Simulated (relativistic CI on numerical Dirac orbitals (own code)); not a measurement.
# Level scheme of Ne³⁺

Calculated at this level of theory: Dirac-Coulomb-Breit CI, orbitals from a KLI potential per configuration, model QED, valence Slater integrals scaled by 0.85, P86 correlation estimate, and configurations built on the next ion tied to the tabulated ionisation energy (semi-empirical) (own radial code, finite nucleus).

Configurations in the expansion (outside the closed core 1s2): 2s²2p³, 2s²2p²3s, 2s²2p²3p, 2s²2p²3d, 2s²2p²4s, 2s2p⁴, 2p⁵, 2p⁴3s, 2s²2p²4p, 2s2p³3s, 2s²2p²4d, 2s²2p²4f, 2p⁴3p, 2s²2p3s², 2s2p³3p, 2p⁴3d, 2s²2p3s3p, 2s2p³3d, 2s²2p3p², 2s²2p3s3d, 2s²2p3p3d, 2s2p³4s, 2s2p³4p, 2s²2p3d². Levels of other configurations are missing.

The lowest level is 2s²2p³ ⁴S°3/2, with 100 % of that term; Hund's rules for 2s²2p³ give ⁴S° with J = 3/2, in agreement.

| No. | Configuration | Term | J | E (cm⁻¹) | % | jj configuration (%) |
| --- | --- | --- | --- | --- | --- | --- |
| 1 | 2s²2p³ | ⁴S° | 3/2 | 0 | 100 | 2p1/2 2p3/2^2 (55) |
| 2 | 2s²2p³ | ²D° | 5/2 | 38707 | 100 | 2p1/2 2p3/2^2 (100) |
| 3 | 2s²2p³ | ²D° | 3/2 | 38747 | 100 | 2p1/2 2p3/2^2 (44) |
| 4 | 2s²2p³ | ²P° | 1/2 | 55922 | 98 | 2p1/2 2p3/2^2 (98) |
| 5 | 2s²2p³ | ²P° | 3/2 | 55937 | 98 | 2p3/2^3 (53) |
| 6 | 2s2p⁴(3P)‡ | ⁴P | 5/2 | 189359 | 99 | 2s 2p3/2^2 (67) |
| 7 | 2s2p⁴(3P)‡ | ⁴P | 3/2 | 189968 | 99 | 2s 2p1/2 2p3/2^3 (88) |
| 8 | 2s2p⁴(3P)‡ | ⁴P | 1/2 | 190289 | 99 | 2s 2p3/2^4 (44) |
| 9 | 2s2p⁴(1D)‡ | ²D | 5/2 | 257448 | 99 | 2s 2p1/2 2p3/2^3 (67) |
| 10 | 2s2p⁴(1D)‡ | ²D | 3/2 | 257475 | 99 | 2s 2p1/2 2p3/2^3 (66) |
| 11 | 2s2p⁴(1S)‡ | ²S | 1/2 | 295783 | 99 | 2s 2p3/2^2 (67) |
| 12 | 2s2p⁴(3P)‡ | ²P | 3/2 | 318732 | 99 | 2s 2p3/2^2 (54) |
| 13 | 2s2p⁴(3P)‡ | ²P | 1/2 | 319439 | 99 | 2s 2p1/2 2p3/2^3 (66) |
| 14 | 2p²(3P)3s | ⁴P | 1/2 | 474465 | 98 | 2p1/2^2 3s (46) |
| 15 | 2p²(3P)3s | ⁴P | 3/2 | 474846 | 98 | 2p1/2 2p3/2 3s (89) |
| 16 | 2p²(3P)3s | ⁴P | 5/2 | 475419 | 98 | 2p3/2^2 3s (64) |
| 17 | 2p²(3P)3s | ²P | 1/2 | 483675 | 98 | 2p1/2 2p3/2 3s (67) |
| 18 | 2p²(3P)3s | ²P | 3/2 | 484379 | 98 | 2p3/2^2 3s (54) |
| 19 | 2p⁵‡ | ²P° | 3/2 | 502508 | 96 | 2p3/2^3 (96) |
| 20 | 2p⁵‡ | ²P° | 1/2 | 503464 | 96 | 2p1/2 2p3/2^4 (96) |
| 21 | 2p²(1D)3s | ²D | 5/2 | 505163 | 98 | 2p1/2 2p3/2 3s (64) |
| 22 | 2p²(1D)3s | ²D | 3/2 | 505171 | 98 | 2p1/2 2p3/2 3s (63) |
| 23 | 2p²(3P)3p | ²S° | 1/2 | 513721 | 97 | 2p3/2^2 3p3/2 (33) |
| 24 | 2p²(3P)3p | ⁴D° | 1/2 | 518111 | 98 | 2p1/2^2 3p1/2 (39) |
| 25 | 2p²(3P)3p | ⁴D° | 3/2 | 518321 | 97 | 2p1/2 2p3/2 3p1/2 (57) |
| 26 | 2p²(3P)3p | ⁴D° | 5/2 | 518672 | 97 | 2p1/2 2p3/2 3p3/2 (63) |
| 27 | 2p²(3P)3p | ⁴D° | 7/2 | 519153 | 98 | 2p3/2^2 3p3/2 (64) |
| 28 | 2p²(3P)3p | ⁴P° | 1/2 | 521135 | 98 | 2p1/2 2p3/2 3p1/2 (49) |
| 29 | 2p²(3P)3p | ⁴P° | 3/2 | 521302 | 97 | 2p3/2^2 3p1/2 (28) |
| 30 | 2p²(3P)3p | ⁴P° | 5/2 | 521648 | 97 | 2p1/2 2p3/2 3p3/2 (41) |
| 31 | 2p²(3P)3p | ²D° | 3/2 | 527094 | 98 | 2p1/2 2p3/2 3p3/2 (55) |
| 32 | 2p²(3P)3p | ²D° | 5/2 | 527805 | 98 | 2p3/2^2 3p3/2 (48) |
| 33 | 2p²(3P)3p | ⁴S° | 3/2 | 529924 | 93 | 2p1/2 2p3/2 3p3/2 (33) |
| 34 | 2p²(1S)3s | ²S | 1/2 | 531824 | 94 | 2p3/2^2 3s (65) |
| 35 | 2p²(3P)3p | ²P° | 1/2 | 532431 | 98 | 2p1/2 2p3/2 3p3/2 (41) |
| 36 | 2p²(3P)3p | ²P° | 3/2 | 532564 | 98 | 2p1/2 2p3/2 3p3/2 (38) |
| 37 | 2p²(1D)3p | ²F° | 5/2 | 549543 | 98 | 2p1/2 2p3/2 3p1/2 (49) |
| 38 | 2p²(1D)3p | ²F° | 7/2 | 549679 | 99 | 2p1/2 2p3/2 3p3/2 (64) |
| 39 | 2p²(1D)3p | ²D° | 5/2 | 555556 | 97 | 2p1/2 2p3/2 3p3/2 (63) |
| 40 | 2p²(1D)3p | ²D° | 3/2 | 555657 | 97 | 2p1/2 2p3/2 3p1/2 (29) |
| 41 | 2p²(1D)3p | ²P° | 1/2 | 560319 | 97 | 2p1/2 2p3/2 3p3/2 (80) |
| 42 | 2p²(1D)3p | ²P° | 3/2 | 560631 | 97 | 2p3/2^2 3p3/2 (41) |
| 43 | 2p²(3P)3d | ⁴F | 3/2 | 569720 | 98 | 2p1/2 2p3/2 3d3/2 (39) |
| 44 | 2p²(3P)3d | ⁴F | 5/2 | 569914 | 98 | 2p1/2 2p3/2 3d3/2 (56) |
| 45 | 2p²(3P)3d | ⁴F | 7/2 | 570195 | 98 | 2p1/2 2p3/2 3d5/2 (59) |
| 46 | 2p²(3P)3d | ⁴F | 9/2 | 570565 | 98 | 2p3/2^2 3d5/2 (64) |
| 47 | 2s2p³(4S°)<5S°>3s‡ | ⁶S° | 5/2 | 571760 | 100 | 2s 2p1/2 2p3/2^2 3s (55) |
| 48 | 2p²(3P)3d | ²P | 3/2 | 572963 | 77 | 2p1/2 2p3/2 3d3/2 (46) |
| 49 | 2p²(3P)3d | ⁴D | 1/2 | 573163 | 68 | 2p1/2 2p3/2 3d3/2 (92) |
| 50 | 2p²(3P)3d | ⁴D | 5/2 | 573444 | 95 | 2p3/2^2 3d3/2 (25) |
| 51 | 2p²(3P)3d | ⁴D | 3/2 | 573483 | 77 | 2p1/2 2p3/2 3d5/2 (48) |
| 52 | 2p²(3P)3d | ⁴D | 7/2 | 573636 | 97 | 2p1/2 2p3/2 3d5/2 (50) |
| 53 | 2p²(3P)3d | ²P | 1/2 | 573759 | 68 | 2p3/2^2 3d5/2 (59) |
| 54 | 2p²(3P)3d | ⁴P | 5/2 | 575777 | 95 | 2p1/2 2p3/2 3d5/2 (46) |
| 55 | 2p²(3P)3d | ⁴P | 3/2 | 576055 | 96 | 2p3/2^2 3d3/2 (32) |
| 56 | 2p²(3P)3d | ⁴P | 1/2 | 576201 | 97 | 2p3/2^2 3d3/2 (54) |
| 57 | 2p²(3P)3d | ²F | 5/2 | 576825 | 98 | 2p1/2 2p3/2 3d5/2 (46) |
| 58 | 2p²(3P)3d | ²F | 7/2 | 577532 | 98 | 2p3/2^2 3d5/2 (37) |
| 59 | 2p²(1S)3p | ²P° | 3/2 | 579064 | 95 | 2p3/2^2 3p3/2 (62) |
| 60 | 2p²(1S)3p | ²P° | 1/2 | 579093 | 95 | 2p3/2^2 3p1/2 (69) |
| 61 | 2p²(3P)3d | ²D | 3/2 | 583529 | 97 | 2p1/2 2p3/2 3d5/2 (50) |
| 62 | 2p²(3P)3d | ²D | 5/2 | 583757 | 98 | 2p1/2 2p3/2 3d3/2 (33) |
| 63 | 2s2p³(4S°)<5S°>3s‡ | ⁴S° | 3/2 | 592248 | 93 | 2s 2p1/2 2p3/2^2 3s (52) |
| 64 | 2p²(1D)3d | ²F | 7/2 | 600721 | 95 | 2p1/2 2p3/2 3d5/2 (73) |
| 65 | 2p²(1D)3d | ²F | 5/2 | 600886 | 98 | 2p1/2 2p3/2 3d3/2 (44) |
| 66 | 2p²(1D)3d | ²G | 9/2 | 601363 | 99 | 2p1/2 2p3/2 3d5/2 (64) |
| 67 | 2p²(1D)3d | ²G | 7/2 | 601388 | 95 | 2p1/2 2p3/2 3d3/2 (59) |
| 68 | 2p²(1D)3d | ²D | 3/2 | 603528 | 98 | 2p1/2 2p3/2 3d3/2 (46) |
| 69 | 2p²(1D)3d | ²D | 5/2 | 603590 | 97 | 2p1/2 2p3/2 3d5/2 (48) |
| 70 | 2p²(1D)3d | ²P | 1/2 | 606301 | 98 | 2p1/2 2p3/2 3d3/2 (39) |

Energies count from the lowest computed level; ° marks odd parity. Percentages are summed over parent terms; the parents shown are those of the largest component, closed shells are left out there, and <> holds an intermediate term. Filled j subshells are mostly left out of the jj labels. ‡ marks configurations that were not tied to measured data.

The mean weight of the leading LS term, summed over parents, in these 70 levels is 96 %, and that of the leading jj configuration (from the same eigenvectors) 56 %, so LS coupling describes them better.

Configurations that consist of the next ion and one excited electron were tied to the tabulated ionisation energy; Rydberg ones are usually within 1,000 to 3,000 cm⁻¹ and the lowest ones within about 6,000 (9,000 in d shells), while levels on excited terms of the next ion carry the error of that term, and the other configurations can be misplaced by 10,000 cm⁻¹ or more. Rates follow the energies as ν³ (E1, M1) or ν⁵ (E2), so rates, branching and lifetimes can be off by large factors. The fine structure of a lone outer electron comes out too small, for d and f at times inverted, and misplaced configurations move strength between like terms. 24 of the 27 excited levels that our extract of the measured tables holds in this range could be paired (the sources list more); they are missed by 4232 cm⁻¹ on average and 7969 at most, and levels without a partner can miss by more. Some levels of the ground configuration have no partner and can miss by 10 % or more.
